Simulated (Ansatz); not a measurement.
Ideal-gas functions of CH₅B₂F (`CBBF`) at 400 K and 1 bar, from an Ansatz frequency run at PBE0-D4/def2-TZVP.

Molar mass 57.67 g/mol, point group C1 (symmetry number 1), electronic degeneracy 1, moments of inertia 22.3, 140.543, 147.979 u Å². Harmonic wavenumbers (cm⁻¹, unscaled): 103, 126, 223, 272, 577, 658, 756, 898, 926, 1033, 1096, 1159, 1299, 1347, 1421, 1470, 2526, 2557, 2992, 3089, 3139.

Use S(trans) = R[1.5 ln M + 2.5 ln T − 1.1517]; rotational temperatures θ = 24.2544 K / I; S(rot) = R[ln(√π/σ · √(T³/θAθBθC)) + 1.5]; for each mode x = 1.438777 ν̃/T, S = R[x/(eˣ − 1) − ln(1 − e⁻ˣ)] and H = RT x/(eˣ − 1); 1 cm⁻¹ = 0.0119627 kJ/mol; R = 8.31446 J/(mol·K).

Question: By hand: the entropy, in J/(mol·K).

Answer: Translation 165.5. Rotation: θ = 1.0876, 0.1726, 0.1639 K, giving 106.4. Vibration, mode by mode: 16.62, 14.97, 10.37, 8.82, 3.59, 2.86, 2.16, 1.44, 1.33, 0.98, 0.81, 0.67, 0.44, 0.39, 0.31, 0.27, 0.01, 0.01, 0.00, 0.00, 0.00, in all 66.0. Electronic 0.0. Sum 337.9 J/(mol·K).

Question: By hand: H − E and G − E in kJ/mol, counted from the electronic energy.

Answer: Zero-point energy ½ × 27667 × 0.0119627 = 165.5; thermal vibration 14.1; translation, rotation and pV give 4 RT = 13.3. H − E = 192.9 kJ/mol, and G − E = 192.9 − 400 × 337.9/1000 = 57.7 kJ/mol.

Vibration gives 20 % of the entropy, 31.6 J/(mol·K) of it from the modes under 150 cm⁻¹: soft modes count most, and the harmonic formula is weakest for them. The sum counts one conformer and one mirror image; others add a mixing term.
